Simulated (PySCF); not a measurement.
A ladder for the ionisation energy of Ag

Ag [Kr] 4d10 5s1 (2S) → Ag⁺ [Kr] 4d10 (1S). Scalar values calculated with PySCF 2.14 in x2c-TZVPPall with one added diffuse shell each of s, p, d, f type (spin-free X2C; valence: [Kr] frozen; valence and next inner shell: [Ar] 3d10 frozen). The spin-orbit shift comes from two-component X2C-1e calculations (generalised Hartree-Fock, GHF, and MP2 on its spinors, GMP2) in x2c-QZVPPall-2c: GMP2 gives 7.609 eV without and 7.612 eV with screened spin-orbit coupling, a shift of 0.003 eV (GHF: 0.002 eV). Sums use unrounded values; where a UHF row is shifted, it takes the GHF shift.

```tsv
method	scalar (eV)	plus spin-orbit shift (eV)	error (eV)
UHF	6.356	6.358	-1.218
MP2 (valence)	7.444	7.447	-0.129
SCS-MP2 (valence)	7.281	7.284	-0.292
CCSD (valence)	7.307	7.310	-0.266
CCSD(T) (valence)	7.403	7.406	-0.170
MP2 (valence and next inner shell)	7.566	7.569	-0.007
SCS-MP2 (valence and next inner shell)	7.365	7.368	-0.208
CCSD (valence and next inner shell)	7.371	7.374	-0.202
CCSD(T) (valence and next inner shell)	7.489	7.492	-0.084
LDA	8.258	8.261	0.685
PBE	7.942	7.946	0.369
PBE0	7.630	7.633	0.057
r2SCAN	7.790	7.793	0.217
r2SCAN0	7.590	7.593	0.017
BHandHLYP	7.424	7.427	-0.149
M06-2X	7.408	7.411	-0.165
wB97X	7.303	7.306	-0.270
```

Reference: 7.576 eV (measured; NIST Atomic Spectra Database, ionization energies).

The errors of the correlated levels include the incompleteness of the basis and the frozen core, so a lower level can come closer by cancellation.
